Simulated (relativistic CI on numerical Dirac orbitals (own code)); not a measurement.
# Os5+: 5d valence photoemission

Computed with this model: Dirac-Coulomb-Breit CI, KLI orbitals optimised for each configuration, model QED, multiplet model of photoemission in the sudden approximation, unscaled Slater integrals; configurations [Xe] 4f14 5d3 → [Xe] 4f14 5d2; 300 K; Lorentzian 0.21 eV and Gaussian 0.5 eV FWHM. Energies are those of the free ion, without screening or charge transfer. The energies are binding energies and can lie tens of eV above those of solids. S is read from ⟨S²⟩ = S(S + 1).

Field parameters in Wybourne normalisation: D4h B²₀ = −7Ds, B⁴₀ = 21(Dq − Dt), B⁴₄ = 21√(5/14) Dq; Oh B⁴₀ = 21Dq, B⁴₄ = √(5/14) B⁴₀. The field is a parameter set, without covalency.

free ion: ground-state S = 1.41, centroid 70.22 eV. Peaks (eV, height): 69.6 (100), 70.7 (19), 71.9 (21).

Oh, 10Dq = 28650 cm⁻¹: ground-state S = 1.46, centroid 71.39 eV. Peaks (eV, height): 70.9 (100), 71.9 (58).

D4h, 10Dq = 30450, Ds = 780, Dt = 560 cm⁻¹: ground-state S = 1.46, centroid 71.32 eV. Peaks (eV, height): 70.8 (100), 71.8 (56).

D4h, 10Dq = 25500, Ds = 1100, Dt = 20 cm⁻¹: ground-state S = 1.46, centroid 71.23 eV. Peaks (eV, height): 70.7 (100), 71.7 (60).

Strongest unbroadened transitions for free ion:

```json
{"Energy (eV)": "69.60", "Relative strength": "100.0"}
{"Energy (eV)": "70.76", "Relative strength": "16.7"}
{"Energy (eV)": "71.74", "Relative strength": "0.6"}
{"Energy (eV)": "71.86", "Relative strength": "18.8"}
{"Energy (eV)": "72.20", "Relative strength": "0.2"}
{"Energy (eV)": "72.53", "Relative strength": "7.9"}
{"Energy (eV)": "73.65", "Relative strength": "0.0"}
{"Energy (eV)": "73.83", "Relative strength": "0.6"}
{"Energy (eV)": "77.46", "Relative strength": "0.0"}
```
